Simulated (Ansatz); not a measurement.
Geometry optimisation, Ansatz, RKS PBE0-D4/def2-SVP.

The input (input.yaml):

```yaml
crystal:
  periodic: [false, false, false]
  atoms:
    - { symbol: C, position_ang: [-2.0901, 0.1975, 0.8247] }
    - { symbol: S, position_ang: [-0.6957, -0.2392, 1.7817] }
    - { symbol: Si, position_ang: [0.8206, -0.5058, 0.3159] }
    - { symbol: "N", position_ang: [0.3636, -1.7983, -0.6172] }
    - { symbol: Si, position_ang: [1.3809, 1.4144, -0.8575] }
    - { symbol: H, position_ang: [-2.4043, -0.522, 0.093] }
    - { symbol: H, position_ang: [-2.96, 0.3909, 1.4913] }
    - { symbol: H, position_ang: [-1.9215, 1.1979, 0.2743] }
    - { symbol: H, position_ang: [2.048, -1.0272, 1.0658] }
    - { symbol: H, position_ang: [-0.0648, -2.5206, 0.0441] }
    - { symbol: H, position_ang: [1.0626, -2.2413, -1.0771] }
    - { symbol: H, position_ang: [1.9467, 2.4746, 0.0848] }
    - { symbol: H, position_ang: [0.1237, 2.0054, -1.5298] }
    - { symbol: H, position_ang: [2.3774, 1.1444, -1.8651] }
basis:
  gaussian: { orbitals: def2-SVP }
hamiltonian:
  xc: pbe0
  dispersion: d4
relax:
  f_tol: 0.015
  max_steps: 40
```

Command:

```bash
$ ansatz run input.yaml --threads 2 --pin off --max-ram 3072MiB --backend cpu --events-out ev --progress --plain --runs-dir out
```

Task: Where does it end, and by what steps?

Result: The forces met the threshold. The force dipped under the threshold on the way, but the program's further checks kept it going. After 12 steps the energy has fallen by 0.770 eV; H11 moved furthest, 0.65 Å.

| step | energy less start (eV) | largest force component (eV/Å) | accepted |
| --- | --- | --- | --- |
| 0 | 0.0000 | 4.591 | yes |
| 1 | -0.5980 | 1.247 | yes |
| 2 | -0.7240 | 0.284 | yes |
| 3 | -0.7237 | 1.163 | no |
| 4 | -0.7453 | 0.193 | yes |
| 5 | -0.7546 | 0.342 | yes |
| 6 | -0.7671 | 0.119 | yes |
| 7 | -0.7671 | 0.296 | no |
| 8 | -0.7689 | 0.061 | yes |
| 9 | -0.7701 | 0.016 | yes |
| 10 | -0.7704 | 0.009 | yes |
| 11 | -0.7703 | 0.023 | no |
| 12 | -0.7705 | 0.008 | yes |

```xyz
14
Properties=species:S:1:pos:R:3
C -2.059 0.265 0.780
S -0.684 -0.044 1.938
Si 0.867 -0.520 0.537
N 0.338 -1.799 -0.502
Si 1.362 1.317 -0.837
H -2.031 -0.461 -0.045
H -2.993 0.137 1.343
H -2.019 1.287 0.379
H 2.025 -0.827 1.440
H 0.094 -2.708 -0.123
H 0.682 -1.870 -1.453
H 2.031 2.386 -0.034
H 0.106 1.877 -1.427
H 2.268 0.932 -1.968
```

Whether the end is a true minimum wasn't checked by a vibrational analysis.

Run time: 44 s on 2 threads of Intel(R) Xeon(R) Platinum 8488C (Sapphire Rapids), on a shared host, peak memory 0.34 GiB.
